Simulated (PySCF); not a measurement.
# Working out the ionisation energy of Tc

Tc [Kr] 4d5 5s2 (6S) → Tc⁺ [Kr] 4d5 5s1 (7S). Computed with PySCF 2.14 in x2c-TZVPPall with one added diffuse shell each of s, p, d, f type (9s7p7d3f1g, 95 functions), with scalar relativity by spin-free X2C-1e. Frozen: [Kr]. Energies in hartree (1 hartree = 27.21139 eV):

```tsv
part	Tc (lower)	Tc⁺ (upper)
UHF	-4283.046729	-4282.843096
CCSD correlation	-0.133088	-0.086276
(T)	-0.005289	-0.001595
```

**Question.** What does Hartree-Fock give?

**Answer.** (-4282.843096) − (-4283.046729) = 0.203633 hartree = 5.541 eV.

**Question.** What do CCSD and CCSD(T) give?

**Answer.** The CCSD correlation energies differ by 0.046812 hartree = 1.274 eV and the triples by 0.003694 hartree = 0.101 eV, so CCSD gives 6.815 eV and CCSD(T) 6.916 eV.

Measured between the centres of the two terms (NIST): 7.119 eV, so CCSD(T) (valence) is off by -0.203 eV.

What remains against the reference includes basis incompleteness, the frozen core and higher excitations.
